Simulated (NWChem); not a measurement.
# BeHOCl; SMILES [OH][Be][Cl]

```xyz
4

Be     0.0037     0.5854     0.0000
Cl     0.0073    -1.2321     0.0000
O      0.0605     1.9936     0.0000
H     -0.6233     2.6547     0.0000
```
Atoms are numbered in this order, from 1.

Program: NWChem. All runs use the structure optimised with PBE0-D3(BJ)/def2-TZVP. Ions are spin-unrestricted doublets at the neutral geometry; other ion states weren't tried.

```csv
level,"vertical ionisation energy, ΔSCF (eV)",−ε(HOMO) (eV),ΔSCF minus −ε(HOMO) (eV)
B3LYP/def2-TZVP,11.56,8.85,2.71
PBE/def2-TZVP,11.21,7.62,3.59
BHandHLYP/def2-TZVP,11.83,10.47,1.36
LRC-wPBEh/def2-TZVP,11.80,11.04,0.76
PBE0/def2-TZVP,11.60,9.14,2.46
```
